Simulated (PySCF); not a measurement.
# Bond curve of ZnIn

Set-up: Zn def2-SVP, In def2-SVP with ECP28; scalar-relativistic core potentials (PySCF 2.14). Energies in eV from Zn + In in their ground configurations at the same level. State: ²Π (doublet), unpaired electrons π ↑.

All columns are ROHF. A positive dipole means Zn(−)In(+).

```csv
R (Å),E (eV),μ (D),Mulliken charge on Zn (basis-dependent),HOMO (eV),LUMO (eV),Mayer bond order,⟨S²⟩
2.460,0.733,-1.90,0.17,-5.47,0.15,0.77,0.75
2.574,0.489,-1.85,0.16,-5.38,0.21,0.66,0.75
2.688,0.324,-1.78,0.15,-5.32,0.26,0.56,0.75
2.774,0.237,-1.71,0.14,-5.28,0.29,0.50,0.75
2.860,0.172,-1.64,0.13,-5.25,0.31,0.44,0.75
2.946,0.124,-1.56,0.12,-5.23,0.31,0.38,0.75
3.060,0.080,-1.44,0.11,-5.21,0.32,0.32,0.75
3.203,0.044,-1.29,0.09,-5.20,0.34,0.26,0.75
3.375,0.020,-1.11,0.08,-5.20,0.35,0.19,0.75
3.604,0.005,-0.88,0.06,-5.21,0.37,0.13,0.75
```

These are scalar-relativistic numbers at best; spin–orbit coupling would shift them, the dissociation energy most. Hartree–Fock leaves out correlation, which carries a large part of most bond energies and some tenths to 1 eV of ionisation energies. The state is the lowest determinant that a PBE0 search found; another state may lie lower at other levels.
